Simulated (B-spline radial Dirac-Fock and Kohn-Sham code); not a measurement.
Magnetic form factor of the 5d shell of Ir⁴⁺

System: Ir⁴⁺, [Xe] 4f14 5d5.

These are calculated numbers from an atomic code on a B-spline grid; the model is configuration-average Dirac-Fock orbitals. ⟨j_K⟩ is the integral of the 5d radial density with the spherical Bessel function j_K(4πsr), s = sin θ/λ.

```tsv
s (Å⁻¹)	⟨j0⟩	⟨j2⟩	⟨j4⟩
0	1.0000	0.0000	0.0000
0.1	0.8314	0.0649	0.0018
0.12	0.7660	0.0886	0.0036
0.15	0.6580	0.1254	0.0080
0.18	0.5449	0.1605	0.0149
0.22	0.3981	0.1989	0.0278
0.27	0.2380	0.2272	0.0489
0.33	0.0962	0.2298	0.0765
0.4	0.0011	0.1994	0.1036
0.49	-0.0388	0.1360	0.1205
0.6	-0.0261	0.0631	0.1130
0.74	0.0073	0.0089	0.0787
0.91	0.0259	-0.0081	0.0358
1.11	0.0213	-0.0004	0.0065
1.36	0.0070	0.0105	-0.0025
```

Radial moments of the shell: ⟨r²⟩ = 2.495, ⟨r⁴⟩ = 9.960, ⟨r⁶⟩ = 59.70 in powers of bohr.
